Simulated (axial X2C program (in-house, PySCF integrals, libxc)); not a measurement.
## InH⁺ along the bond: HF, with spin–orbit coupling

All values were computed with an in-house relativistic program for diatomic molecules. Two-component (2c) means X2C with spin–orbit coupling and atomic mean-field two-electron Coulomb and Gaunt terms. Basis: In dyall-cv3z [11s12p9d4f1g], H dyall-v3z [6s2p1d] (cores contracted in-house); Gaussian nuclei, density fitting, unrestricted open shells. Masses: In 114.904 u, H 1.008 u.

State: Ω = 1/2 (⟨Sz⟩ = 0.50, ⟨Lz⟩ = 0.00 at HF). Dipoles are positive if H is the positive end and refer to the centre of mass.

Results along the bond:

```
R (Å)   μ (D)  HOMO (eV)  LUMO (eV)
1.617  -0.120     -16.14      -6.35
1.692  -0.101     -16.19      -6.40
1.748  -0.064     -16.22      -6.41
1.803  -0.007     -16.25      -6.41
1.859   0.068     -16.28      -6.40
1.924   0.171     -16.31      -6.36
1.989   0.281     -16.34      -6.30
2.073   0.413     -16.37      -6.21
2.175   0.542     -16.40      -6.09
2.324   0.644     -16.45      -5.89
```

One determinant describes the state; a PBE0 search over occupations chose it and may have missed a lower one.
